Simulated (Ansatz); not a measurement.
Consider the substitution at a C–Si bond: `OC(F)[SiH2]Br` + `[OH][GeH3]` → `OC(F)[O][GeH3]` + `[SiH3]Br`.

Gas-phase electronic energies from Ansatz, PBE0-D4/def2-TZVP geometries. CCSD(T)/CBS is the MP2 limit (def2-TZVPP, def2-QZVPP) plus CCSD(T) − MP2 in def2-TZVPP, frozen cores. DFT in def2-TZVPP. For Br, Ge outer-core shells are correlated without core-valence functions, which leaves a few kJ/mol of doubt a bond. Scalar relativity is left out up to krypton. One conformer a species, not always the lowest.

| level | ΔE (kcal/mol) | difference from CCSD(T)/CBS |
| --- | --- | --- |
| r2SCAN-D4 | -4.9 | -1.5 |
| ωB97M-V | -4.5 | -1.1 |
| PBE | -3.0 | 0.4 |
| r2SCAN | -5.0 | -1.6 |
| HF/def2-TZVPP | -8.4 | -5.0 |
| CCSD/def2-TZVPP | -5.3 | -1.9 |
| CCSD(T)/def2-TZVPP | -5.1 | -1.7 |
| HF/def2-QZVPP | -8.1 | -4.7 |
| MP2/def2-QZVPP | -3.2 | 0.2 |
| SCS-MP2/def2-QZVPP | -3.6 | -0.2 |
| CCSD(T)/CBS | -3.4 | 0 |

Largest T1 diagnostic among the species: 0.012.

From PBE to PBE0 (25 % exact exchange), in def2-TZVPP and without D4, ΔE moves by −1.3 kcal/mol. In def2-TZVPP, CCSD(T) changes the Hartree–Fock value by +3.3 kcal/mol (the triples alone add +0.2 kcal/mol) and MP2 by +4.1 kcal/mol.
